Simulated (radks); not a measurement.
Q: The mean radii <r> (bohr) of the occupied orbitals of an atom or ion are listed with their occupations. Method: Dirac Kohn-Sham, PBE, spin-unpolarised, spherical densities, finite nucleus; Fermi nuclear charge, rms radius of each element as measured or else 0.836 A^(1/3) + 0.57 fm; computed with a radial shooting solver on a logarithmic mesh with Libxc functionals.

| orbital | occ. | <r> |
|---|---|---|
| 1s1/2 | 2 | 0.01966 |
| 2s1/2 | 2 | 0.08275 |
| 2p1/2 | 2 | 0.06872 |
| 2p3/2 | 4 | 0.07622 |
| 3s1/2 | 2 | 0.2163 |
| 3p1/2 | 2 | 0.2061 |
| 3p3/2 | 4 | 0.2201 |
| 3d3/2 | 4 | 0.1935 |
| 3d5/2 | 6 | 0.1978 |
| 4s1/2 | 2 | 0.4878 |
| 4p1/2 | 2 | 0.4956 |
| 4p3/2 | 4 | 0.5280 |
| 4d3/2 | 4 | 0.5535 |
| 4d5/2 | 6 | 0.5650 |
| 5s1/2 | 2 | 1.209 |
| 5p1/2 | 2 | 1.367 |
| 5p3/2 | 4 | 1.485 |
| 4f5/2 | 6 | 0.7745 |
| 6s1/2 | 1 | 3.580 |
| 4f7/2 | 8 | 0.7978 |
| 7p1/2 | 1 | 12.29 |

Name the element and its charge. Open shells, if any, fill j = l - 1/2 first.

A: Z = 70, ytterbium, charge 0: Yb in [Xe] 4f14 6s1 7p1. The 1s radius gives Z: for a bare nucleus <r> = (2 gamma + 1)/(2Z) with gamma = sqrt(1 - (Z/c)^2), 0.01942 bohr for Z = 70, and screening makes it slightly larger (0.01966 here). The occupations add up to 70, and the charge is Z minus that.
